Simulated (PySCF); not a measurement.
hydrogen (H2), SMILES [H][H].

Coordinates come from a PBE0-D3(BJ)/def2-TZVPD optimisation.

Two levels are set side by side: TDDFT-PBE/def2-TZVPD (PySCF) and ADC(2)/aug-cc-pVDZ (PySCF). Vertical, same geometry; the bases differ. Differences are taken from unrounded values.

```json
[
 {"quantity": "lowest singlet excitation (eV)", "ADC(2)": "12.64", "TDDFT-PBE": "11.95", "TDDFT-PBE minus ADC(2)": "-0.69"}
]
```

Functionals without exact exchange tend to place singlet excitations lower, as here. Differences between two approximate levels are no errors against the true value.
